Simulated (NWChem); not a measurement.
System: CH$_{4}$BeOS; SMILES C[S][Be][OH]

```xyz
8

Be     0.1712    -1.0966    -0.1324
O     -0.2408    -2.4536    -0.1966
H     -0.3364    -3.0686     0.5362
S      0.7630     0.7185    -0.0716
C     -0.8444     1.6419     0.0194
H     -1.4549     1.4684    -0.8691
H     -0.5917     2.7032     0.0686
H     -1.4090     1.3750     0.9152
```
Atoms are numbered in this order, from 1.

Program: NWChem. Pople sets run with spherical d functions. The geometry was optimised at B3LYP/6-31G* (spherical d). B3LYP is NWChem's, with the RPA form of VWN correlation. GIAO values for the isolated, static molecule; σ is the absolute isotropic shielding, δ = σ(reference) − σ with the isolated reference molecule computed at the same levels (13C: tetramethylsilane, 1H: tetramethylsilane, 17O: water).

```csv
level,σ Be1 (ppm),δ O2 (ppm),δ H3 (ppm),σ S4 (ppm),δ C5 (ppm),δ H6 (rotor mean) (ppm)
KT2/pcSseg-1,97.9,54.9,2.54,717.7,11.2,1.96
B3LYP/6-31G*,102.6,38.0,2.35,741.1,10.4,1.81
PBE0/pcSseg-1,97.7,51.2,2.52,727.0,10.8,1.93
BHandHLYP/pcSseg-1,98.8,45.1,2.59,732.7,10.5,1.92
PBE/pcSseg-1,(withheld),(withheld),2.57,(withheld),11.4,1.96
```

Task: Some entries are withheld; supply them.

Result: 
- PBE/pcSseg-1, σ Be1 (ppm): 94.9
- PBE/pcSseg-1, δ O2 (ppm): 59.9
- PBE/pcSseg-1, σ S4 (ppm): 698.2
